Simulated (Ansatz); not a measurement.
Species: C2H3BO2, SMILES `C#CB(O)O` (O–B–O–H torsion -180°, O–B–O–H torsion 0°) (charge 0, multiplicity 1).

Task: Give a relaxed geometry from Ansatz (an electronic-structure program) with B3LYP-D3(BJ)/def2-TZVP.

Result: This is not unique; one that fits is the end point of this relaxation, one of several conformers (outside a Z-matrix the atoms follow the SMILES, hydrogens last).
Cartesian coordinates (Å) in one orientation:
```xyz
8

C      2.110    -0.200    -0.452
C      0.909    -0.180    -0.374
B     -0.620    -0.088    -0.264
O     -1.247     1.107    -0.039
O     -1.367    -1.215    -0.393
H      3.171    -0.234    -0.524
H     -0.643     1.851     0.039
H     -2.312    -1.043    -0.307
```
